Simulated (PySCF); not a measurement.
SMILES [CH3][Ga]([F])[Br], PBE0/def2-SVP optimised geometry.

```
7

Ga    -0.48    -0.15     0.00
F     -1.36    -1.67    -0.01
Br    -1.86     1.67     0.00
C      1.46    -0.15     0.00
H      1.86     0.87     0.11
H      1.82    -0.58    -0.95
H      1.83    -0.79     0.82
```

Density from PBE0/def2-TZVP run with PySCF 2.14.0 at that geometry.

Minimum of the electron density along straight lines between bonded atoms, close to the bond critical point (lines longer than 1.1 times the sum of covalent radii, or with two minima, are not listed):

| bond | length / Å | ρ at the minimum / e bohr⁻³ | ∇²ρ there / e bohr⁻⁵ | position (fraction from the first atom) |
|---|---|---|---|---|
| Ga1–F2 | 1.753 | (withheld) | 0.85 | 0.49 |
| Ga1–Br3 | 2.280 | 0.088 | (withheld) | 0.43 |
| Ga1–C4 | 1.941 | 0.120 | (withheld) | 0.48 |
| C4–H5 | 1.098 | 0.270 | -0.90 | 0.65 |
| C4–H6 | 1.100 | 0.267 | -0.88 | 0.64 |
| C4–H7 | 1.100 | 0.268 | -0.88 | 0.64 |

Some entries are withheld; supply them.


- Ga1–F2, ρ at the minimum / e bohr⁻³: 0.133
- Ga1–Br3, ∇²ρ there / e bohr⁻⁵: 0.16
- Ga1–C4, ∇²ρ there / e bohr⁻⁵: 0.18
